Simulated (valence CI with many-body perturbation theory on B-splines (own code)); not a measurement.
# V16+: electric-dipole lines

Method: configuration interaction combined with many-body perturbation theory (CI+MBPT): five valence electrons over a frozen Dirac-Fock core [He], a basis of 11 s, 11 p, 10 d, 8 f, 5 g, 2 h functions for each j, with the one-electron correlation potential Σ1, the two-electron term Σ2, the three-electron term Σ3, Breit, model QED; selected CI, second order for the rest, scaled by the run's own slope (own B-spline code, finite nucleus).

No measured spectrum was set against this ion. As an estimate, levels of excited configurations hold to 0.05 to 0.15 % of their energy, terms of the ground configuration to about 0.5 %. Among the levels kept, up to 5400 cm⁻¹ of a level comes from second order outside the variational space, and about a tenth of that is noise between levels of different J, which matters for small intervals.

Lines 1 to 50 of 585 in falling wavelength, among levels below 826.46 eV, chosen from the strongest by gf and those to the six lowest levels. Wavelengths and rates use the calculated energies, so an error of 500 cm⁻¹ moves a line at 655.8 Å by 0.33 % and its rate by three times that or more. Electric multipoles are in the length gauge, E1 and E2 with the static RPA response of the core. Weak lines are less certain than strong ones. Lines between different terms over intervals too small for the method are left out, as are lines whose strength nearly cancels. The highest levels of a list are the least certain.

Names give the largest LS component (configuration and term), which can be under half, so a name can repeat, a term be missing and a line seem to break the LS rules; names also repeat where a configuration has a term twice. Letters in brackets count levels of one name in rising energy.

| λ vac (Å) | Upper | Lower | A (s⁻¹) | S (a.u.) |
| --- | --- | --- | --- | --- |
| 655.8 | 2s2p³3p ²F_7/2 [a] | 2s2p³3s ²D°_5/2 [a] | 9.43e+08 | 1.05e+00 |
| 655.4 | 2s2p³3p ⁴P_5/2 [a] | 2s2p³3s ⁴S°_3/2 [a] | 6.64e+08 | 5.54e-01 |
| 650.2 | 2s2p³3p ⁴P_3/2 [a] | 2s2p³3s ⁴S°_3/2 [a] | 7.80e+08 | 4.23e-01 |
| 641.1 | 2s2p³3p ²F_5/2 [a] | 2s2p³3s ²D°_3/2 [a] | 9.57e+08 | 7.47e-01 |
| 634.7 | 2s2p³3p ⁴P_1/2 [a] | 2s2p³3s ⁴S°_3/2 [a] | 8.09e+08 | 2.04e-01 |
| 599.0 | 2s2p³3d ⁴D°_7/2 [b] | 2s2p³3p ⁴P_5/2 [b] | 3.66e+08 | 3.10e-01 |
| 594.0 | 2s2p³3p ⁴D_3/2 [a] | 2s2p³3s ⁴D°_5/2 | 5.60e+08 | 2.32e-01 |
| 592.1 | 2s2p³3p ⁴D_3/2 [a] | 2s2p³3s ⁴D°_3/2 | 5.19e+08 | 2.13e-01 |
| 586.3 | 2s²2p²3p ⁴D°_1/2 | 2s²2p²3s ⁴P_1/2 | 1.11e+09 | 2.21e-01 |
| 574.2 | 2s2p³3p ⁴P_3/2 [d] | 2s2p³3s ⁴S°_3/2 [b] | 7.82e+08 | 2.92e-01 |
| 571.4 | 2s2p³3p ²P_3/2 [c] | 2s2p³3s ²D°_5/2 [b] | 5.34e+08 | 1.97e-01 |
| 571.1 | 2s2p³3p ²F_5/2 [b] | 2s2p³3s ²D°_3/2 [b] | 1.43e+09 | 7.91e-01 |
| 569.1 | 2s2p³3d ⁴D°_5/2 [b] | 2s2p³3p ⁴P_3/2 [b] | 5.32e+08 | 2.91e-01 |
| 568.2 | 2s2p³3p ²D_3/2 [b] | 2s2p³3s ²P°_1/2 [a] | 1.14e+09 | 4.11e-01 |
| 566.3 | 2s2p³3p ²P_3/2 [b] | 2s2p³3s ²P°_3/2 [a] | 1.43e+09 | 5.13e-01 |
| 566.2 | 2s2p³3p ⁴D_5/2 [a] | 2s2p³3s ⁴D°_5/2 | 1.21e+09 | 6.48e-01 |
| 563.1 | 2s2p³3p ⁴F_7/2 | 2s2p³3s ⁴D°_7/2 | 1.27e+09 | 8.93e-01 |
| 552.3 | 2s2p³3p ⁴D_5/2 [b] | 2s2p³3s ⁴P°_5/2 | 4.97e+08 | 2.48e-01 |
| 551.7 | 2s2p³3d ²D°_5/2 [a] | 2s2p³3p ²D_5/2 [a] | 3.22e+08 | 1.60e-01 |
| 551.5 | 2s2p³3p ⁴F_3/2 | 2s2p³3s ⁴D°_1/2 | 9.35e+08 | 3.10e-01 |
| 548.3 | 2s²2p²3p ²F°_5/2 | 2s²2p²3s ²D_3/2 | 1.52e+09 | 7.42e-01 |
| 547.9 | 2s2p³3p ²D_5/2 [b] | 2s2p³3s ²P°_3/2 [a] | 1.36e+09 | 6.60e-01 |
| 547.5 | 2s2p³3d ⁴P°_5/2 [a] | 2s2p³3p ⁴P_5/2 [b] | 8.31e+08 | 4.04e-01 |
| 545.8 | 2s²2p²3p ⁴P°_5/2 | 2s²2p²3s ⁴P_5/2 | 1.16e+09 | 5.60e-01 |
| 544.2 | 2s2p³3p ⁴S_3/2 | 2s2p³3s ⁴P°_5/2 | 5.47e+08 | 1.74e-01 |
| 541.7 | 2s2p³3p ⁴D_1/2 [b] | 2s2p³3s ⁴P°_1/2 | 1.30e+09 | 2.04e-01 |
| 540.1 | 2s2p³3p ⁴D_3/2 [b] | 2s2p³3s ⁴P°_3/2 | 8.40e+08 | 2.61e-01 |
| 537.8 | 2s2p³3p ⁶P_3/2 | 2s2p³3s ⁶S°_5/2 | 1.90e+09 | 5.83e-01 |
| 536.1 | 2s2p³3p ⁴F_7/2 | 2s2p³3s ⁴D°_5/2 | 3.94e+08 | 2.40e-01 |
| 534.2 | 2s2p³3d ⁴F°_9/2 [a] | 2s2p³3p ⁴F_9/2 | 5.31e+08 | 4.00e-01 |
| 531.3 | 2s2p³3p ²F_7/2 [b] | 2s2p³3s ²D°_5/2 [b] | 1.96e+09 | 1.16e+00 |
| 529.9 | 2s²2p²3d ²D_5/2 [c] | 2s²2p²3p ²P°_3/2 [b] | 6.75e+08 | 2.98e-01 |
| 528.4 | 2s2p³3p ⁴P_5/2 [d] | 2s2p³3s ⁴S°_3/2 [b] | 1.71e+09 | 7.46e-01 |
| 526.8 | 2s2p³3p ⁴D_7/2 [b] | 2s2p³3s ⁴P°_5/2 | 1.98e+09 | 1.14e+00 |
| 526.6 | 2s2p³3p ⁴D_3/2 [b] | 2s2p³3s ⁴P°_1/2 | 9.04e+08 | 2.61e-01 |
| 526.2 | 2s2p³3d ⁴P°_3/2 [a] | 2s2p³3p ⁴P_5/2 [b] | 6.09e+08 | 1.75e-01 |
| 525.7 | 2s2p³3p ⁶P_5/2 | 2s2p³3s ⁶S°_5/2 | 2.00e+09 | 8.62e-01 |
| 525.1 | 2s2p³3p ⁴D_5/2 [b] | 2s2p³3s ⁴P°_3/2 | 1.42e+09 | 6.08e-01 |
| 524.8 | 2s2p³3p ⁴D_7/2 [a] | 2s2p³3s ⁴D°_7/2 | 3.54e+08 | 2.02e-01 |
| 522.0 | 2s²2p²3p ⁴D°_7/2 | 2s²2p²3s ⁴P_5/2 | 1.87e+09 | 1.05e+00 |
| 521.1 | 2s²2p²3p ²D°_3/2 [a] | 2s²2p²3s ²P_1/2 | 9.59e+08 | 2.68e-01 |
| 519.1 | 2s²2p²3p ⁴D°_5/2 | 2s²2p²3s ⁴P_3/2 | 1.73e+09 | 7.18e-01 |
| 517.9 | 2s²2p²3p ⁴P°_3/2 | 2s²2p²3s ⁴P_3/2 | 9.11e+08 | 2.50e-01 |
| 517.7 | 2s2p³3p ⁴S_3/2 | 2s2p³3s ⁴P°_3/2 | 8.22e+08 | 2.25e-01 |
| 517.5 | 2s2p³3p ⁴F_5/2 | 2s2p³3s ⁴D°_3/2 | 1.93e+09 | 7.93e-01 |
| 517.1 | 2s2p³3p ²D_5/2 [d] | 2s2p³3s ²P°_3/2 [b] | 2.00e+09 | 8.18e-01 |
| 510.7 | 2s²2p²3d ²P_3/2 [b] | 2s²2p²3p ²P°_3/2 [b] | 8.45e+08 | 2.22e-01 |
| 509.6 | 2s2p³3p ⁴F_9/2 | 2s2p³3s ⁴D°_7/2 | 2.37e+09 | 1.55e+00 |
| 509.4 | 2s2p³3p ²P_3/2 [a] | 2s2p³3s ⁴D°_1/2 | 9.34e+08 | 2.44e-01 |
| 509.0 | 2s²2p²3p ⁴D°_3/2 | 2s²2p²3s ⁴P_1/2 | 1.58e+09 | 4.13e-01 |
